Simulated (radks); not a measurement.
Values are calculated unless marked as measured or tabulated.
Spherical quantum dot in the effective-mass picture: electrons in a hard-walled sphere of radius 3.39, with a point charge +1 (a donor) at the centre, all in effective atomic units (hartree* = m*/eps^2 hartree, bohr* = eps/m* bohr), one dielectric constant everywhere. Level of theory: non-relativistic Kohn-Sham, PBEsol, spin-polarised, spherical densities (a radial shooting solver with Libxc functionals). Levels are named by radial order and angular momentum (1s, 1p, 1d, 2s, ...), and open shells are averaged over m. Results are scaled to m* = 0.05 and eps = 5.2, for which hartree* = 50.32 meV and bohr* = 5.503 nm. Each electron was tried in the lowest free levels, single moves between levels near the top were tried too, and the lowest total energy was kept; such a search can miss a lower state. At N = 1 the Hartree and exchange-correlation terms need not cancel, so that row can carry a self-interaction error.

\begin{tabular}{lrrrrr}
N & open shells & 2S & mu = E(N) - E(N-1) (meV) & addition energy mu(N+1) - mu(N) (meV) & rms radius (nm) \\ \hline
1 & 1s(up 1, down 0) & 1 & -22.163 & 32.33 & 7.653 \\
2 & none & 0 & 10.166 & 50.45 & 8.545 \\
3 & 1p(up 1, down 0) & 1 & 60.615 & 18.62 & 9.824 \\
4 & 1p(up 2, down 0) & 2 & 79.231 & 19.32 & 10.47 \\
5 & 1p(up 3, down 0) & 3 & 98.553 & 25.11 & 10.89 \\
6 & 1p(up 3, down 1) & 2 & 123.66 & 18.05 & 11.21 \\
7 & 1p(up 3, down 2) & 1 & 141.71 & 18.64 & 11.46 \\
8 & none & 0 & 160.34 & 43.34 & 11.66 \\
9 & 1d(up 1, down 0) & 1 & 203.68 & 17.97 & 11.90 \\
10 & 1d(up 2, down 0) & 2 & 221.66 & 18.09 & 12.09 \\
11 & 1d(up 3, down 0) & 3 & 239.75 & 18.15 & 12.25 \\
12 & 1d(up 4, down 0) & 4 & 257.90 & 18.18 & 12.39 \\
13 & 1d(up 5, down 0) & 5 & 276.08 & 23.29 & 12.52 \\
14 & 1d(up 5, down 1) & 4 & 299.37 & 17.64 & 12.63 \\
15 & 1d(up 5, down 2) & 3 & 317.01 & 17.76 & 12.73 \\
16 & 1d(up 5, down 3) & 2 & 334.77 & 17.83 & 12.82 \\
17 & 1d(up 5, down 4) & 1 & 352.61 & 17.87 & 12.90 \\
18 & none & 0 & 370.48 & 32.62 & 12.98 \\
19 & 2s(up 1, down 0) & 1 & 403.10 & 31.15 & 12.94 \\
20 & none & 0 & 434.26 & 19.70 & 12.88 \\
21 & 2s(up 1, down 0) 1f(up 2, down 0) & 3 & 453.96 & 16.45 & 13.10 \\
22 & 2s(up 1, down 0) 1f(up 3, down 0) & 4 & 470.41 & 17.56 & 13.17 \\
23 & 2s(up 1, down 0) 1f(up 4, down 0) & 5 & 487.97 & 17.56 & 13.24 \\
24 & 2s(up 1, down 0) 1f(up 5, down 0) & 6 & 505.53 & 17.57 & 13.30 \\
25 & 2s(up 1, down 0) 1f(up 6, down 0) & 7 & 523.10 & 17.57 & 13.36 \\
26 & 2s(up 1, down 0) 1f(up 7, down 0) & 8 & 540.67 & 22.38 & 13.41 \\
27 & 2s(up 1, down 0) 1f(up 7, down 1) & 7 & 563.05 & 17.30 & 13.46 \\
28 & 2s(up 1, down 0) 1f(up 7, down 2) & 6 & 580.35 & 17.33 & 13.51 \\
29 & 2s(up 1, down 0) 1f(up 7, down 3) & 5 & 597.67 & 17.35 & 13.56 \\
30 & 2s(up 1, down 0) 1f(up 7, down 4) & 4 & 615.03 & 17.37 & 13.60 \\
31 & 2s(up 1, down 0) 1f(up 7, down 5) & 3 & 632.39 & 17.38 & 13.64 \\
32 & 2s(up 1, down 0) 1f(up 7, down 6) & 2 & 649.77 & 17.38 & 13.68 \\
33 & 2s(up 1, down 0) & 1 & 667.15 & 28.13 & 13.72 \\
34 & none & 0 & 695.28 & 40.15 & 13.67 \\
35 & 1g(up 1, down 0) & 1 & 735.44 & - & 13.71 \\
\end{tabular}

All shells are closed at N = 2, 8, 18, 20, 34 (there: 1s2 1p6 1d10 2s2 1f14); the second difference of the energy has clear peaks (12 % above both neighbours; the first and last values, which can be the largest, are not judged, and half-filled shells can peak too) at N = 2, 5, 8, 13, 26.
